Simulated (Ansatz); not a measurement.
`C[O][Ge]([CH3])([F])[SH]` and `C[O][Ge]([CH3])([NH2])[F]` differ in one atom or group.

Ansatz, PBE0-D4/def2-TZVP geometries, multiplicity 1. Each molecule was computed in one conformer, which needn't be the lowest.

Scalar relativity is left out up to krypton.

```tsv
property	`C[O][Ge]([CH3])([F])[SH]`
size of the dipole moment (PBE/def2-TZVPP) / D	0.89
size of the dipole moment (ωB97M-V/def2-TZVPP) / D	0.92
LUMO energy (PBE/def2-TZVPP) / eV	-0.91
HOMO energy (PBE/def2-TZVPP) / eV	-6.44
HOMO–LUMO gap (ωB97M-V/def2-TZVPP) / eV	11.92
HOMO energy (ωB97M-V/def2-TZVPP) / eV	-9.98
```

(1) Give the same properties after the change, and the shifts. (Estimate.)

Results:

(1) Ansatz gave: 
| property | `C[O][Ge]([CH3])([NH2])[F]` | shift |
| --- | --- | --- |
| size of the dipole moment (PBE/def2-TZVPP) / D | 1.39 | 0.50 |
| size of the dipole moment (ωB97M-V/def2-TZVPP) / D | 1.42 | 0.50 |
| LUMO energy (PBE/def2-TZVPP) / eV | -0.41 | 0.50 |
| HOMO energy (PBE/def2-TZVPP) / eV | -6.22 | 0.22 |
| HOMO–LUMO gap (ωB97M-V/def2-TZVPP) / eV | 12.20 | 0.28 |
| HOMO energy (ωB97M-V/def2-TZVPP) / eV | -10.21 | -0.23 |

With PBE0 the HOMO falls by 0.05 eV and the LUMO rises by 0.38 eV, so the gap widens by about 0.43 eV. PBE moves the HOMO by 0.22 eV and ωB97M-V by -0.23 eV. Dipoles are sizes alone; their direction can turn.
